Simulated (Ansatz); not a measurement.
**Worked example: CH2ClF + C2F3I → CH2ClI + C2F4**

Species: CH2ClF (chlorofluoromethane) `FCCl`, singlet; C2F3I (trifluoroiodoethylene) `FC(F)=C(F)I`, singlet; CH2ClI (chloroiodomethane) `ClCI`, singlet; C2F4 (tetrafluoroethylene) `FC(F)=C(F)F`, singlet. The partners trade F for I; both sit on C, so the bond types are kept.

Shapes, held fixed at every level: PBE0-D4/def2-TZVP. Programs: Ansatz 0.2.0. The zero-point and thermal change to 298 K, harmonic and unscaled (PBE0-D4/def2-TZVP), is -1.0 kJ/mol.

At CCSD(T)/def2-TZVPP; 1 Eh = 2625.50 kJ/mol:

| species | energy (Eh) |
| --- | --- |
| CH2ClF | -598.693144 |
| C2F3I | -672.370778 |
| CH2ClI | -796.094860 |
| C2F4 | -474.967561 |

Question: Work out ΔH(298 K) of the reaction at this level.

Answer: 
1. Products less reactants: (-796.094860) + (-474.967561) − [(-598.693144) + (-672.370778)] = 0.001501 Eh = +3.9 kJ/mol.
2. With the thermal change: +3.9 + (-1.0) = +2.9 kJ/mol.

Other levels give -4.5 (HF/def2-SVP) to +3.6 kJ/mol (B3LYP-D4/def2-TZVPP). No measured value is set beside it here. For atoms past krypton def2 sets carry core potentials with scalar relativity. Outer-core shells of I are correlated in most correlated rows, in sets that cover them unevenly. That is about zero within the method's error.
